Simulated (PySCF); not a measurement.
## Calculated data, ClH3NSi

Computed with PySCF 2.14.0. Calculation on a computer-drawn molecule: optimised geometry and harmonic frequencies of an isolated molecule of the commonest isotopes, restricted reference for singlets and unrestricted otherwise, frozen core in MP2.

Entry: ClH3NSi

Start structure:
```xyz
6
ClH3NSi
N     -2.3277    -0.1185    -0.2401
Si    -0.8925     0.0714     0.8106
Cl     0.6110     1.1553    -0.6845
H     -2.6294     0.6765    -0.7724
H     -2.3087    -0.9187    -0.8422
H     -1.3088     1.4090     1.4148
```

```
charge               : -1
multiplicity         : 1
method               : MP2
basis                : aug-cc-pV(D+d)Z
rotational constants : —
```

Drawn bonds:
```
atom  other atom  order
   1           2      1
   2           3      1
   1           4      1
   1           5      1
   2           6      1
```

**Q.** Estimate the rotational constants of ClH3NSi.
**A.** 15.56, 3.621, 3.063 GHz

Further results for ClH3NSi:

```
total energy                                  : -805.1691 hartree
convergence status largest gradient component : 2.076e-05 hartree/bohr
```

Optimised structure:
```xyz
6
ClH3NSi
N     -2.3462    -0.1240    -0.2263
Si    -0.8649     0.0709     0.8111
Cl     0.6012     1.1511    -0.6695
H     -2.6317     0.6892    -0.7755
H     -2.3052    -0.9257    -0.8549
H     -1.3092     1.4134     1.4012
```

Modes:
```
frequency (cm⁻¹)  reduced mass (dalton)
           179.6                  3.933
           299.3                  9.181
           342.3                  1.138
           542.1                  1.687
           683.5                  1.302
           697.5                    2.1
           789.7                  1.044
           956.2                  1.199
            1556                    1.1
            1979                  1.043
            3499                   1.05
            3614                  1.092
```
